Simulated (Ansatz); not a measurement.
CHBrCl2 (SMILES ClC(Cl)Br), singlet, geometry from GFN2-xTB; Ansatz (a first-principles code) with R2SCAN/cc-pVDZ.

Here is a job for Ansatz.
Ansatz 0.2 input:
```yaml
crystal:
  periodic: [false, false, false]
  atoms:
    - {symbol: Cl, position_ang: [-1.84921416, -0.63935831, -0.15466097]}
    - {symbol: C, position_ang: [-0.44936537, 0.23361457, 0.48635375]}
    - {symbol: Cl, position_ang: [-0.44725633, 1.90926092, -0.08352611]}
    - {symbol: Br, position_ang: [1.20664467, -0.66340302, -0.01269759]}
    - {symbol: H, position_ang: [-0.49637277, 0.22907408, 1.57547361]}
basis:
  gaussian:
    orbitals: cc-pVDZ
hamiltonian:
  xc: r2scan
```

It wrote (shortened):

```
Functional definition: r2SCAN
884 factors; integrals over basis functions are off by at most 1.3e-3 eV
mean field evaluation 1: about -96140.8422 eV, gradient 1.5e1 eV
mean field evaluation 2: about -96139.6947 eV, gradient 2.6e1 eV
mean field evaluation 4: about -96141.4726 eV, gradient 4.0e-1 eV
mean field evaluation 8: about -96141.4672 eV, gradient 4.0e-2 eV
mean field evaluation 16: about -96141.4672 eV, gradient 1.3e-5 eV
mean field -96141.46721024 eV, -3533.1337529495 hartree, gradient 1.3e-5 eV, S^2 0.000000; 0 other end points of the search recorded, 0 dependent functions left out
reference -96141.46721647 eV, -3533.1337531782 hartree; 38, 38 occupied and 44, 44 virtual orbitals, 884 factors
Total energy: -96141.46721647 eV, -3533.1337531782 hartree
```
